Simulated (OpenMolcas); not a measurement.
Lines of Fe3+: computed and rescaled rates

| Quantity | Value |
| --- | --- |
| Program | OpenMolcas |
| Method | CASSCF |
| Basis | ANO-RCC-VQZP [7s6p4d3f2g1h] |
| Scalar Hamiltonian | DKH4, point nucleus |
| Active space | 5 electrons in 5 orbitals (3d) |
| State averaging | 2S+1 = 6 even, 1 root; 2S+1 = 4 even, 24 roots; 2S+1 = 2 even, 75 roots (52 in the spin-orbit step) |
| Spin-orbit coupling | state interaction with AMFI integrals over the reference wave functions, term energies averaged over their components |

Rates come from the transition moments of the reference wave functions (E1 and E2 in the length form). At fixed line strength A goes as λ^-3 for E1 and M1 and as λ^-5 for E2, so a rate at the computed wavelength can be rescaled to the measured one. Measured vacuum wavelengths follow from level energies in Corliss and Sugar, J. Phys. Chem. Ref. Data 11, 135 (1982). Branching counts decays inside the model space alone, at computed energies, and the table is only a selection of the E2 and M1 lines, drawn from those between levels with measured partners whose computed energy lies within a factor of 1.5 of the measured one.

```csv
Upper,Lower,Type,λ computed (nm),λ measured (nm),A computed (s-1),A rescaled (s-1),Branching %
3d⁵ ⁴P_5/2,3d⁵ ⁶S_5/2,M1,230.9,283.7,1.76e+00,,100.0
3d⁵ ⁴P_3/2,3d⁵ ⁶S_5/2,M1,230.6,283,1.14e+00,,100.0
3d⁵ ⁴F_9/2,3d⁵ ⁴G_11/2,E2,395.5,490.8,6.86e-01,2.33e-01,51.0
3d⁵ ²D_5/2 [70 %],3d⁵ ⁴P_5/2,M1,592.3,699.9,5.98e-01,,52.8
3d⁵ ²D_3/2,3d⁵ ⁴P_3/2,M1,574.5,679.4,2.98e-01,,57.9
3d⁵ ⁴F_9/2,3d⁵ ⁴G_11/2,M1,395.5,490.8,1.77e-01,,13.2
3d⁵ ⁴F_9/2,3d⁵ ⁴D_7/2,M1,617.6,722.5,1.61e-01,,12.0
3d⁵ ⁴F_7/2,3d⁵ ⁴G_11/2,E2,394.7,489,1.34e-01,4.59e-02,10.4
3d⁵ ²F_5/2(1) [60 %],3d⁵ ⁴P_5/2,M1,516.7,591.3,1.25e-01,,11.1
3d⁵ ²F_7/2(1),3d⁵ ⁴D_7/2,M1,656.7,792.7,1.17e-01,,12.1
3d⁵ ²D_5/2 [70 %],3d⁵ ⁴P_3/2,M1,594.6,703.8,1.14e-01,,10.1
3d⁵ ⁴F_7/2,3d⁵ ⁴D_7/2,M1,615.6,718.6,1.12e-01,,8.8
3d⁵ ²D_3/2,3d⁵ ⁴P_5/2,M1,572.3,675.8,8.21e-02,,16.0
3d⁵ ²D_3/2,3d⁵ ⁴P_1/2,M1,577.6,682.8,7.59e-02,,14.8
3d⁵ ⁴D_1/2,3d⁵ ⁴P_1/2,M1,2974,2865,6.24e-02,,62.4
3d⁵ ⁴D_7/2,3d⁵ ⁴P_5/2,M1,2903,2836,4.10e-02,,91.0
3d⁵ ⁴D_1/2,3d⁵ ⁴P_3/2,M1,2893,2806,3.72e-02,,37.2
3d⁵ ⁴P_1/2,3d⁵ ⁴P_3/2,M1,107100,136400,3.70e-05,1.79e-05,98.1
```

Spin-changing lines and M1 lines between different terms are not rescaled, since their strength hangs on the term gaps too.

The largest correction is for 3d⁵ ⁴F_9/2 → 3d⁵ ⁴G_11/2 (E2): 6.86e-01 × (395.5 / 490.8)^5 = 2.33e-01 s-1, a factor of 0.34.

These are rates of the free ion; in crystals, glasses and complexes forced electric-dipole and non-radiative decay shorten such lifetimes by orders of magnitude. No measured rate stands beside these. Rescaling mends the energy factor alone: line strengths can still be far off where a level mixes with configurations outside the active space, and weak or spin-changing lines hang on small mixing coefficients that depend on the term gaps too, so rescaling need not improve them.

Some high roots are left out of the spin-orbit mixing, which shifts the levels that they would mix with. Without dynamic correlation excited terms often stand tens of per cent too high (terms of higher spin than the ground term too low), and those without a measured partner can miss by more than the paired ones. Measured partners are found by configuration, term and J. A level has none where our copy of the source lacks it or the pairing is in doubt (some pairs that miss far off the trend of their configuration count as doubtful). Levels of configurations outside the active space are missing.

A share in square brackets marks a mixed level and gives the weight of the term that names it. A number in round brackets counts repeated terms of one configuration in the order of the reference energies.
